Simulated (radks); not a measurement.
All-electron calculation, scalar-relativistic Kohn-Sham, r2SCAN, spin-unpolarised, spherical densities, finite nucleus; meta-GGA in the generalised Kohn-Sham scheme; Fermi nuclear charge, rms radius of each element as measured or else 0.836 A^(1/3) + 0.57 fm. Program: a radial shooting solver on a logarithmic mesh with Libxc functionals. Each species is in its NIST ground configuration. Rank Ni, Cr, Mn, Fe, V, Co, Cu, Sc, Zn, Ti by radius at which the density is 0.001 e/bohr^3 (bohr), largest first.

Answer. Sc 5.01, Ti 4.88, V 4.76, Mn 4.56, Cr 4.51, Fe 4.47, Co 4.39, Ni 4.32, Zn 4.19, Cu 4.10.
